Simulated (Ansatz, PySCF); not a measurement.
C2H5Cd, SMILES C[CH2][Cd+], charge +1. Atoms are numbered in the order given.

```xyz
8

Cd     0.0025    -0.7603     0.0000
C      0.7005     1.4413     0.0000
C     -0.4481     2.3855     0.0000
H      1.2955     1.3846     0.9071
H      1.2955     1.3846    -0.9071
H     -1.0656     2.3238    -0.8939
H     -1.0656     2.3238     0.8939
H      0.0077     3.3904     0.0000
```
Charge +1, spin multiplicity 1.

Geometry optimised at B3LYP-D3(BJ)/def2-TZVP. The spin state was assumed, not searched. The isomer is the one that the SMILES or the coordinates give; other isomers of the formula were not compared. The def2 effective core potentials stand for the cores of Cd; spin–orbit coupling is left out.

Two levels are set side by side: PBE-D3(BJ)/def2-TZVP (Ansatz, a program for electronic structure) and B3LYP-D3(BJ)/def2-TZVP (Ansatz). Each level has its own optimised geometry; the coordinates shown are those of the second. Frequencies come from the Hessian of PySCF at each geometry. Differences are taken from unrounded values.

| quantity | B3LYP-D3(BJ) |
|---|---|
| mean bond length (Å) | 1.321 |
| bond Cd1–C2 (Å) | 2.310 |
| bond C2–C3 (Å) | 1.487 |
| bond C2–H4 (Å) | 1.086 |
| bond C2–H5 (Å) | 1.086 |
| bond C3–H6 (Å) | 1.088 |
| bond C3–H7 (Å) | 1.088 |
| bond C3–H8 (Å) | 1.103 |
| highest harmonic wavenumber (cm⁻¹) | 3195 |
| mean harmonic wavenumber (cm⁻¹) | 1553 |
| zero-point energy (kcal/mol) | 39.96 |

Task: What does PBE-D3(BJ) give, and how far is it from B3LYP-D3(BJ)? (Estimate from the structure and the level; the computed values follow.)

Result: 
```json
[
 {"quantity": "mean bond length (Å)", "PBE-D3(BJ)": "1.322", "PBE-D3(BJ) minus B3LYP-D3(BJ)": "0.000"},
 {"quantity": "bond Cd1–C2 (Å)", "PBE-D3(BJ)": "2.265", "PBE-D3(BJ) minus B3LYP-D3(BJ)": "-0.045"},
 {"quantity": "bond C2–C3 (Å)", "PBE-D3(BJ)": "1.487", "PBE-D3(BJ) minus B3LYP-D3(BJ)": "0.001"},
 {"quantity": "bond C2–H4 (Å)", "PBE-D3(BJ)": "1.097", "PBE-D3(BJ) minus B3LYP-D3(BJ)": "0.010"},
 {"quantity": "bond C2–H5 (Å)", "PBE-D3(BJ)": "1.097", "PBE-D3(BJ) minus B3LYP-D3(BJ)": "0.010"},
 {"quantity": "bond C3–H6 (Å)", "PBE-D3(BJ)": "1.097", "PBE-D3(BJ) minus B3LYP-D3(BJ)": "0.008"},
 {"quantity": "bond C3–H7 (Å)", "PBE-D3(BJ)": "1.097", "PBE-D3(BJ) minus B3LYP-D3(BJ)": "0.008"},
 {"quantity": "bond C3–H8 (Å)", "PBE-D3(BJ)": "1.113", "PBE-D3(BJ) minus B3LYP-D3(BJ)": "0.009"},
 {"quantity": "highest harmonic wavenumber (cm⁻¹)", "PBE-D3(BJ)": "3116", "PBE-D3(BJ) minus B3LYP-D3(BJ)": "-79"},
 {"quantity": "mean harmonic wavenumber (cm⁻¹)", "PBE-D3(BJ)": "1514", "PBE-D3(BJ) minus B3LYP-D3(BJ)": "-39"},
 {"quantity": "zero-point energy (kcal/mol)", "PBE-D3(BJ)": "38.95", "PBE-D3(BJ) minus B3LYP-D3(BJ)": "-1.01"}
]
```
